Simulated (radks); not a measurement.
Results of a calculation; reference values are marked as such.
Hf9+, 63 electrons, occupied as [Kr] 4d10 4f13 5s2 5p2 (the NIST ground configuration). Code: a radial shooting solver on a logarithmic mesh with Libxc functionals. Model: scalar-relativistic Kohn-Sham, PBEsol, spin-polarised, spherical densities, finite nucleus; open shells are filled with parallel spins first (spin-orbit coupling, left out, can overturn this in heavy ions); Fermi nuclear charge, rms radius 5.347 fm.

Normalised radial functions P(r) = r R(r), r in bohr:

```
   r/bohr * 4d up, o 5p up (the largest magnitude, 1.53, reaches the edge; | marks zero, & curves that meet)
0.0006953                             &
0.0009127                             &
 0.001198                             &
 0.001572                             &
 0.002064                             &
 0.002709                             &
 0.003556                             &
 0.004668                             &
 0.006127                             *o
 0.008042                             *o
  0.01056                             *o
  0.01385                             * o
  0.01819                             |* o
  0.02387                             |*  o
  0.03133                             | *  o
  0.04113                             |   *o
  0.05441                             |   o  *
  0.07142                             | o        *
  0.09375                           o |             *
   0.1231                       o     |               *
   0.1615                      o      |            *
    0.212                          o  |  *
   0.2783                  *          |    o
   0.3653      *                      |         o
   0.4794  *                          |       o
   0.6293       *                  o  |
    0.826              o *            |
    1.084         o             *     |
    1.423              o            * |
    1.868                     o       *
    2.452                           o *
    3.218                             &
```

4d up: eigenvalue -355.10 eV, 1 radial node at r = 0.227 bohr, <r> = 0.532 bohr, 90 % of the charge inside 0.798 bohr. 5p up: eigenvalue -166.84 eV, 3 radial nodes at r = 0.0817, 0.238, 0.591 bohr, <r> = 1.17 bohr, 90 % of the charge inside 1.66 bohr.
